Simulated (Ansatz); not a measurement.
Gas-phase reaction R1 → P1 + P2, each structure at its B3LYP-D3(BJ)/def2-SVP stationary point, reached from a drawn start (curvature not checked).
R1, Cl2Sc (SMILES [Cl][Sc][Cl]) (charge 0, multiplicity 2):
```tsv
atom	x (Å)	y (Å)	z (Å)
Sc	0.0029	0.0040	-0.6253
Cl	2.0762	-0.0058	0.3224
Cl	-2.0791	0.0018	0.3028
```
P1, ClSc (SMILES [Cl][Sc]) (charge 0, multiplicity 1, Z-matrix in Å and degrees):
```
Sc
Cl 1 2.2171
```
P2: Cl atom, charge 0, multiplicity 2.

```
level                                reaction energy (kJ/mol)  cost
-----------------------------------  ------------------------  ----
HF/def2-SVP                                             457.7     -
HF/def2-TZVPP                                           450.8     -
PBE/def2-TZVPP                                          525.0    ×1
BLYP/def2-TZVPP                                         498.7    ×1
r2SCAN/def2-TZVPP                                       555.2    ×3
wB97X-V/def2-TZVPP                                      519.9    ×2
MP2/def2-TZVPP                                          499.9     -
MP2/CBS(def2-TZVPP, def2-QZVPP)                         510.1     -
SCS-MP2/def2-TZVPP                                      478.3     -
SCS-MP2/def2-QZVPP                                      485.8     -
CCSD/def2-SVP                                           450.4     -
CCSD/def2-TZVPP                                         467.6     -
CCSD(T)/def2-QZVPP                                      478.1   ×9*
CCSD(T)/CBS(def2-TZVPP, def2-QZVPP)                     481.6  ×10*
```

P less R. No zero-point or thermal terms; singlets are restricted closed shells; open shells are unrestricted; no spin–orbit coupling. The spin states of the d-block species are the ones drawn and need not be the lowest.

Correlated levels freeze the cores. CBS(a, b) extrapolates the correlation energy as X⁻³ and adds the Hartree–Fock energy of set b.

Doubts at one or more of the structures used: T1 above 0.05 (CCSD/def2-SVP, CCSD/def2-TZVPP, CCSD(T)/def2-QZVPP, CCSD(T)/CBS(def2-TZVPP, def2-QZVPP)).

Run with Ansatz (an electronic-structure program) with Gaussian orbitals. Each number belongs to the level named beside it.

Costs are rough ratios of core time to PBE/def2-TZVPP (about 60 s over the structures, on one shared machine); a dash marks a level with no comparable run of its own. A star marks coupled-cluster runs past 200 virtual orbitals, where the program's memory plan changes under this machine's limit, so their costs aren't comparable with smaller runs.
